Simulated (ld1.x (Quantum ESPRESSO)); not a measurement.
# What one change does to a pseudopotential (arsenic, TM)

```json
{"Element": "arsenic", "Generator": "ld1.x (Quantum ESPRESSO) 7.5", "Type": "norm-conserving Troullier–Martins (Kleinman–Bylander form)", "Functional": "PBE", "Relativity": "scalar-relativistic", "Frozen core": "[Ar]", "Valence charge": "15", "Reference configuration": "3d10 4s2 4p2 (charge +1)", "Partial waves": "4s (bound): rc 1.20 bohr; 4p (bound): rc 1.80 bohr; 3d (bound): rc 1.10 bohr", "Local potential": "the d channel", "Core correction": "a·sin(br)/r model core, default radius (core density twice the valence density)"}
```

Change: local potential all-electron potential smoothed inside 1.60 bohr (lloc = -1).

Cutoffs: the cutoffs (Ry, on a coarse ladder) from which the occupation-weighted sum of valence levels, in a spherical-Bessel basis at the reference potential, stays within 10 and 1 mRy of its value at 400 Ry; they do not see the model core or the augmentation charge, which bear on the density cutoff. Errors are all-electron minus pseudo energies relative to the spin-unpolarised reference configuration.

Problem. Predict the effect on cutoff, ghosts and configuration errors.

Solution. The bound ghost in p, s disappears; of the 7 tests that both files solve, the error grows in 3 and shrinks in 1 by more than 15 % and 0.3 meV (median size 3.1 → 4.4 meV); the range in which the s phases agree narrows (upper end 2.1 → 0.7); the range in which the p phases agree narrows (upper end at the end of the scan → 3.3). In the separable form a ghost depends on how the local part lies against the semilocal potential of the channel, so the choice of the local part can create or remove one.

```tsv
quantity	base	changed
cutoff, loose	230 Ry	230 Ry
cutoff, tight	over 300 Ry	over 300 Ry
loose cutoff by channel (10 mRy a level)	s 50 Ry, p 6 Ry, d 200 Ry	s 50 Ry, p 8 Ry, d 200 Ry
bound ghosts	s, p	none
error for 3d10 4s2 4p3, meV [ΔE -9.15 eV]	+2.4	+3.6
error for 3d10 4s2 4p1, meV [ΔE 17.92 eV]	-1.0	+1.1
error for 3d10 4s2 4p0, meV [ΔE 45.62 eV]	-0.7	+7.4
error for 3d10 4s2 4p3.3, meV [ΔE -10.38 eV]	+3.1	+4.9
error for 3d10 4s0 4p5, meV [ΔE 9.91 eV]	-17	-18
error for 3d10 4s1 4p4, meV [ΔE 0.27 eV]	-4.3	-4.4
error for 3d10 4s1 4p3, meV [ΔE 10.11 eV]	-3.5	-2.7
s: phases at 1.96 bohr within 0.05 rad from the reference energy up to (Ry; the scan ends near 5)	2.1	0.7
p: phases at 1.96 bohr within 0.05 rad from the reference energy up to (Ry; the scan ends near 5)	to the end of the scan	3.3
d: phases at 1.96 bohr within 0.05 rad from the reference energy up to (Ry; the scan ends near 5)	0.2	-0.2
```

 A true bound ghost makes a file unfit for plane-wave use even where its test errors are small: the radial tests pick states by their node count and pass the ghost by.
